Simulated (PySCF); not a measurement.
## PySCF run on MgSe⁺

The script input.py:

```python
from pyscf import gto, scf, mp

mol = gto.M(
    atom='Mg 0 0 0; Se 0 0 2.086',
    basis='ano-rcc-vdzp',
    charge=1,
    spin=1,
    verbose=4,
)
mf = scf.UHF(mol)
mf = mf.sfx2c1e()
mf.kernel()
mp.MP2(mf).kernel()
mf.dip_moment()
print('orbital energies (hartree):', [e[max(0, n-3):n+3].round(4) for e, n in zip(mf.mo_energy, mol.nelec)])
```

```bash
$ OMP_NUM_THREADS=1 python input.py
```

Output (some set-up lines and the per-cycle HOMO/LUMO lines with their warnings removed):

```
PySCF version 2.14.0

[INPUT] verbose = 4
[INPUT] num. atoms = 2
[INPUT] num. electrons = 45
[INPUT] charge = 1
[INPUT] spin (= nelec alpha-beta = 2S) = 1
[INPUT] symmetry False subgroup None
[INPUT] Mole.unit = angstrom
[INPUT] Symbol           X                Y                Z      unit          X                Y                Z       unit  Magmom
[INPUT]  1 Mg     0.000000000000   0.000000000000   0.000000000000 AA    0.000000000000   0.000000000000   0.000000000000 Bohr   0.0
[INPUT]  2 Se     0.000000000000   0.000000000000   2.086000000000 AA    0.000000000000   0.000000000000   3.941968695843 Bohr   0.0

nuclear repulsion = 103.501582960384
number of shells = 6
number of NR pGTOs = 209
number of NR cGTOs = 45
basis = ano-rcc-vdzp
ecp = {}

******** <class 'pyscf.x2c.sfx2c1e.sfX2C1eUHF'> ********
method = sfX2C1eUHF
initial guess = minao
damping factor = 0
level_shift factor = 0
DIIS = <class 'pyscf.scf.diis.CDIIS'>
diis_start_cycle = 1
diis_space = 8
diis_damp = 0
SCF conv_tol = 1e-09
SCF conv_tol_grad = None
SCF max_cycles = 50
direct_scf = True
direct_scf_tol = 1e-13
number electrons alpha = 23  beta = 22

******** <class 'pyscf.x2c.sfx2c1e.SpinFreeX2CHelper'> ********
approx = 1e
xuncontract = 1
Set gradient conv threshold to 3.16228e-05
init E= -2628.23296045588

cycle= 1 E= -2627.71794770217  delta_E= 0.515  |g|= 0.164  |ddm|= 1.64
cycle= 2 E= -2627.74414846311  delta_E= -0.0262  |g|= 0.0529  |ddm|= 0.283
cycle= 3 E= -2627.74606065194  delta_E= -0.00191  |g|= 0.0135  |ddm|= 0.0652
cycle= 4 E= -2627.74647242045  delta_E= -0.000412  |g|= 0.005  |ddm|= 0.0401
cycle= 5 E= -2627.74656419478  delta_E= -9.18e-05  |g|= 0.00217  |ddm|= 0.0233
cycle= 6 E= -2627.74658562354  delta_E= -2.14e-05  |g|= 0.000969  |ddm|= 0.0144
cycle= 7 E= -2627.74659023481  delta_E= -4.61e-06  |g|= 0.00062  |ddm|= 0.00606
cycle= 8 E= -2627.74659308898  delta_E= -2.85e-06  |g|= 0.000359  |ddm|= 0.00587
cycle= 9 E= -2627.74659436131  delta_E= -1.27e-06  |g|= 0.000145  |ddm|= 0.00538
cycle= 10 E= -2627.74659452756  delta_E= -1.66e-07  |g|= 5.46e-05  |ddm|= 0.00215
cycle= 11 E= -2627.74659454268  delta_E= -1.51e-08  |g|= 2.28e-05  |ddm|= 0.000487
cycle= 12 E= -2627.74659454514  delta_E= -2.46e-09  |g|= 4.97e-06  |ddm|= 0.000182
cycle= 13 E= -2627.74659454522  delta_E= -8.23e-11  |g|= 1.25e-06  |ddm|= 2.72e-05
Extra cycle  E= -2627.74659454522  delta_E= -4.55e-12  |g|= 6.76e-07  |ddm|= 3.14e-06
converged SCF energy = -2627.74659454522  <S^2> = 0.76171132  2S+1 = 2.0116772

******** <class 'pyscf.mp.ump2.UMP2'> ********
nocc = (np.int64(23), np.int64(22)), nmo = (45, 45)
E(UMP2) = -2628.0458454423  E_corr = -0.299250897077538
E(SCS-UMP2) = -2628.02888504822  E_corr = -0.282290502998264
E_corr(same-spin) = -0.0886275848016704
E_corr(oppo-spin) = -0.210623312275868
Dipole moment(X, Y, Z, Debye): -0.00000,  0.00000, -2.80267
orbital energies (hartree): [array([-0.6141, -0.6114, -0.5543, -0.2409, -0.1319, -0.1214]), array([-1.0195, -0.5852, -0.5296, -0.2408, -0.2129, -0.1232])]
```

In short: E(SCF) = -2627.746595 Eh, 13 cycles, E(MP2) − E(SCF) = -0.29925 Eh, ⟨S²⟩ = 0.762.

Run time: 3.3 s on 1 thread of Arm Neoverse V2 (shared host).

The bond length is a typed value, not an optimised one. The dipole of an ion depends on the origin. No search for the lowest solution was made.
